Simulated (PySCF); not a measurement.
Constants of AsC, step by step

State: ²Σ⁺, doublet, unpaired electrons σ ↑. De refers to As + C. ROHF-based CCSD(T) in PySCF 2.14 with As cc-pwCVDZ-PP with ECP10, C aug-cc-pVDZ and As cc-pwCVTZ-PP with ECP10, C aug-cc-pVTZ (frozen core orbitals: 5; scalar-relativistic core potentials). Correlation energies are extrapolated as n⁻³ (n = 2, 3), Hartree–Fock as (n+1)·exp(−9√n).

| Level | Re (Å) | ωe (cm⁻¹) | ωexe (cm⁻¹) | αe (cm⁻¹) | De (eV) |
| --- | --- | --- | --- | --- | --- |
| CCSD(T)/DZ | 1.6937 | 998.7 | 5.46 | 0.00404 | 3.939 |
| CCSD(T)/TZ | 1.6810 | 1015.5 | 5.24 | 0.00399 | 4.323 |
| HF/CBS | 1.6294 | 1191.7 | 5.08 | 0.00350 | 1.027 |
| MP2/CBS | 1.6896 | 966.9 | 3.63 | 0.00397 | 4.741 |
| CCSD/CBS | 1.6610 | 1075.3 | 4.83 | 0.00372 | 3.947 |
| CCSD(T)/CBS | 1.6773 | 1022.5 | 5.17 | 0.00397 | 4.455 |

How much is left between CCSD(T)/TZ and the basis-set limit, and how much do the triples give at the limit?

CCSD(T)/CBS less CCSD(T)/TZ: -3.7 mÅ in Re, +7.0 cm⁻¹ in ωe and +0.132 eV in De. CCSD(T)/CBS less CCSD/CBS: +16.3 mÅ in Re, -52.8 cm⁻¹ in ωe and +0.508 eV in De.

The T1 diagnostic is 0.030. The state was picked by a PBE0 search and need not be the measured ground state. Spin–orbit coupling, excitations beyond (T) and corrections to the Born–Oppenheimer picture are left out.

The whole job (state search and all basis sets along the bond) took about 47 min on 4 threads of Arm Neoverse V1 (shared host), peak memory 11 GiB.
